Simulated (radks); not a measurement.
Species: Si VIII. Configuration: [He] 2s2 2p3. Method: scalar-relativistic Kohn-Sham, r2SCAN, spin-polarised, spherical densities, finite nucleus; open shells are filled with parallel spins first; meta-GGA in the generalised Kohn-Sham scheme; Fermi nuclear charge, rms radius 3.1224 fm; computed with a radial shooting solver on a logarithmic mesh with Libxc functionals.

Unscreened Slater integrals over Kohn-Sham orbitals (cm^-1). They are taken over the spin-up orbitals. Empty in this configuration: 3s.

\begin{tabular}{lr}
integral & value \\ \hline
F0(2p,2p) & 434030 \\
F2(2p,2p) & 204950 \\
F0(2p,2s) & 405420 \\
G1(2p,2s) & 237970 \\
F0(2p,1s) & 596500 \\
G1(2p,1s) & 93692 \\
F0(2p,3s) & 188960 \\
G1(2p,3s) & 18210 \\
F0(2s,2s) & 386620 \\
F0(2s,1s) & 543110 \\
G0(2s,1s) & 49027 \\
F0(2s,3s) & 186020 \\
G0(2s,3s) & 14413 \\
F0(1s,1s) & 1858200 \\
F0(1s,3s) & 213560 \\
G0(1s,3s) & 9124.7 \\
F0(3s,3s) & 143660 \\
\end{tabular}

Derived for the open shells (J is the average intra-shell exchange parameter used in DFT+U). 2p: J = F2/5 = 40990 cm^-1.
